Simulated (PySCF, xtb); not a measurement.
Relaxing a trial structure of B2H2O2

The starting geometry of this gas-phase triplet was built from a drawn formula by distance geometry and a force field; its bonds are those of `[B]OBO`.

```csv
atom,x (Å),y (Å),z (Å)
B,-0.7515,2.5395,-2.0167
B,-0.5495,0.9409,-0.3587
O,-1.4873,1.8570,-0.9481
O,0.2839,1.3535,0.8082
H,-0.4362,-0.1588,-0.7764
H,-0.2479,1.0690,1.5574
```

Q: Predict what becomes of its bonds when it is optimised with r2SCAN-D4/def2-SVP.

A: A new bond forms, giving a structure given below by its coordinates. Contacts that close: B1–B2 (2.31 → 1.91 Å).

The energy falls by 1.17 eV over 17 steps:

| step | E − E(last) (eV) |
| --- | --- |
| 1 | 1.168 |
| 3 | 0.729 |
| 5 | 0.314 |
| 6 | 0.286 |
| 8 | 0.287 |
| 10 | 0.151 |
| 12 | 0.032 |
| 13 | 0.006 |
| 15 | 0.000 |
| 17 | 0.000 |

Final geometry (Å):

```xyz
6

B    -0.5285    2.3444   -1.8399
B    -0.6236    1.0251   -0.4641
O    -1.5667    1.9131   -1.1407
O    -0.2417    1.4316    0.7874
H    -0.4780   -0.0992   -0.8889
H     0.3359    0.7911    1.2178
```

From the same start GFN2-xTB reaches the same bonding as this run.

The end wasn't checked by frequencies. Open shells are spin-unrestricted. The triplet needn't be the ground state. Run with PySCF 2.14.0, 5.3 min on 2 threads of Intel(R) Xeon(R) Processor @ 2.50GHz (Skylake/Cascade Lake) (shared host).
